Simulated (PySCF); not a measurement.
C4H7BO, SMILES C#CB(O)CC.

The structure is a stationary point at B3LYP-D3(BJ)/def2-SVP. The structure was generated by enumeration, and PubChem lists no compound with its InChIKey, so it may never have been made. One conformer was computed; it need not be the lowest.

Calculation: PySCF 2.14.0 with TDA-PBE/def2-SVPD.

Vertical excitations. 

Computed lowest excited states:
```json
[
 {"state": "S1", "energy (eV)": "5.01", "λ (nm)": "247", "f": "0.000", "main pairs": "HOMO→LUMO 99 %"},
 {"state": "S2", "energy (eV)": "5.53", "λ (nm)": "224", "f": "0.002", "main pairs": "HOMO−2→LUMO 96 %"},
 {"state": "S3", "energy (eV)": "5.88", "λ (nm)": "211", "f": "0.046", "main pairs": "HOMO−1→LUMO 61 %, HOMO→LUMO+1 30 %"},
 {"state": "S4", "energy (eV)": "6.16", "λ (nm)": "201", "f": "0.009", "main pairs": "HOMO−3→LUMO 91 %"},
 {"state": "S5", "energy (eV)": "6.59", "λ (nm)": "188", "f": "0.013", "main pairs": "HOMO−1→LUMO+1 81 %"},
 {"state": "S6", "energy (eV)": "6.64", "λ (nm)": "187", "f": "0.041", "main pairs": "HOMO−2→LUMO+1 26 %, HOMO→LUMO+1 25 %, HOMO→LUMO+2 25 %, HOMO−1→LUMO+1 18 %"},
 {"state": "S7", "energy (eV)": "6.78", "λ (nm)": "183", "f": "0.001", "main pairs": "HOMO−4→LUMO 38 %, HOMO−2→LUMO+1 38 %, HOMO→LUMO+2 19 %"},
 {"state": "S8", "energy (eV)": "6.85", "λ (nm)": "181", "f": "0.044", "main pairs": "HOMO−4→LUMO 46 %, HOMO−2→LUMO+1 22 %, HOMO→LUMO+2 16 %"},
 {"state": "S9", "energy (eV)": "7.14", "λ (nm)": "174", "f": "0.010", "main pairs": "HOMO−5→LUMO 47 %, HOMO−1→LUMO+2 44 %"},
 {"state": "S10", "energy (eV)": "7.15", "λ (nm)": "173", "f": "0.015", "main pairs": "HOMO−1→LUMO+2 54 %, HOMO−5→LUMO 39 %"},
 {"state": "T1", "energy (eV)": "4.50", "λ (nm)": "275", "f": "0", "main pairs": "HOMO−1→LUMO 93 %"},
 {"state": "T2", "energy (eV)": "4.64", "λ (nm)": "267", "f": "0", "main pairs": "HOMO→LUMO 96 %"},
 {"state": "T3", "energy (eV)": "5.16", "λ (nm)": "240", "f": "0", "main pairs": "HOMO−2→LUMO 97 %"},
 {"state": "T4", "energy (eV)": "5.48", "λ (nm)": "226", "f": "0", "main pairs": "HOMO→LUMO+1 71 %, HOMO→LUMO+2 14 %"}
]
```
Triplets are in the Tamm–Dancoff approximation.
